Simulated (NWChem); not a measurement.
System: BH₂F; SMILES BF

Here is an NWChem input.

```
start job
memory heap 200 mb stack 900 mb global 1100 mb
geometry units angstroms noautosym nocenter noautoz
  B      0.000000     0.000000     0.661374
  H      0.000000    -1.057753     1.220231
  H      0.000000     1.057753     1.220231
  F      0.000000     0.000000    -0.662414
end
basis spherical
  * library pcsseg-1
end
dft
  xc xpbe96 cpbe96
  iterations 150
end
property
  shielding 3 1 2 4
end
task dft property
```

The geometry was optimised at B3LYP/6-31G* (spherical d).

GIAO values for the isolated, static molecule; σ is the absolute isotropic shielding, δ = σ(reference) − σ with the isolated reference molecule computed at the same levels (11B: boron trifluoride, 19F: trichlorofluoromethane, 1H: tetramethylsilane).

Atoms are numbered as in the input.

Give the results of this calculation. (PBE/pcSseg-1, GIAO.) Quantities: δ B1 (ppm); δ H2 (ppm); δ F4 (ppm).


```
Item        Value
----------  -----
δ B1 (ppm)   46.0
δ H2 (ppm)   5.68
δ F4 (ppm)   14.6
```
